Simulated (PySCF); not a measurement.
# Löwdin shares of the frontier orbitals

CH7Ge2NSi.
Structure used (PBE0-D3(BJ)/def2-SVP), in Å, numbered top down from 1:
```
atom  x, y, z in Å
N1     0.1892    3.2065   -0.7159
C2     0.1272    2.1780   -0.1821
Ge3    0.0213    0.4297    0.6344
Si4    1.9881   -0.7326   -0.0508
Ge5   -2.0400   -0.5557   -0.1845
H6    -0.0151    0.6899    2.1502
H7     1.9655   -2.0969    0.5569
H8     3.2072    0.0027    0.3947
H9     1.9681   -0.8457   -1.5387
H10   -2.2004   -1.9525    0.4405
H11   -1.9412   -0.6829   -1.7128
H12   -3.2351    0.3293    0.1997
```

Level of theory: PySCF 2.14.0, density-fitted response routines, TDDFT B3LYP/def2-SVPD, vertical, gas phase, core orbitals frozen in the response. The B3LYP/def2-SVPD calculation is non-relativistic and has no spin–orbit coupling, an omission that weighs most on germanium.

Frontier orbitals with the atoms that hold most of them (Löwdin shares over 4%, at most four atoms; ? is withheld):

| orbital | ε (eV) | atoms |
| --- | --- | --- |
| LUMO+2 | -0.67 | Ge3 27%, H6 16%, C2 14%, N1 13% |
| LUMO+1 | -0.73 | Si4 21%, Ge3 18%, C2 17%, N1 16% |
| LUMO | -1.03 | Ge5 26%, Ge3 18%, Si4 14%, H12 10% |
| HOMO | ? | ? |
| HOMO-1 | -8.80 | ? |
| HOMO-2 | -9.59 | N1 49%, C2 23%, Ge3 9%, Ge5 6% |
| HOMO-3 | -9.67 | N1 35%, C2 30%, Ge5 9%, Si4 6% |

Give the leading atoms of the HOMO-1.

Ge3 (bonded to C, Ge, Si and H) 23%; N1 (bonded to C) 18%; C2 (bonded to Ge and N) 15%; H6 (bonded to Ge) 14%.

Give the leading atoms of the HOMO.

Ge3 (bonded to C, Ge, Si and H) 26%; Ge5 (bonded to Ge and 3 H) 21%; Si4 (bonded to Ge and 3 H) 17%; N1 (bonded to C) 9%. By element: germanium 47%, silicon 17%, nitrogen 9%.

What is the HOMO energy, and the HOMO–LUMO gap?

ε(HOMO) = -8.06 eV; the gap is 7.04 eV (0.2585 hartree).

The HOMO–LUMO gap is 7.04 eV. Where does the response calculation put the lowest singlet, and from which orbitals?

S1 is at 6.33 eV (f = 0.030), 0.70 eV below the gap, made of HOMO→LUMO+2 (75%), HOMO→LUMO (9%). Its leading pair isn't HOMO and LUMO; the energies of that pair differ by 7.40 eV. Without the coupling terms of the response equations the lowest excitation would equal the gap.

Next come S2 at 6.44 eV (f 0.225), HOMO→LUMO (70%); S3 at 6.61 eV (f 0.135), HOMO→LUMO+1 (69%), HOMO→LUMO+2 (11%), HOMO-1→LUMO+1 (10%); S4 at 6.67 eV (f 0.012), HOMO→LUMO+3 (87%); S5 at 6.88 eV (f 0.186), HOMO-1→LUMO (49%), HOMO-1→LUMO+1 (19%), HOMO→LUMO (8%).

Löwdin shares depend on the basis, the more so with diffuse functions.

On an Arm Neoverse N1 with one thread, no GPU, on a shared host, this took 3.8 min and 1.0 GiB of memory at its peak.
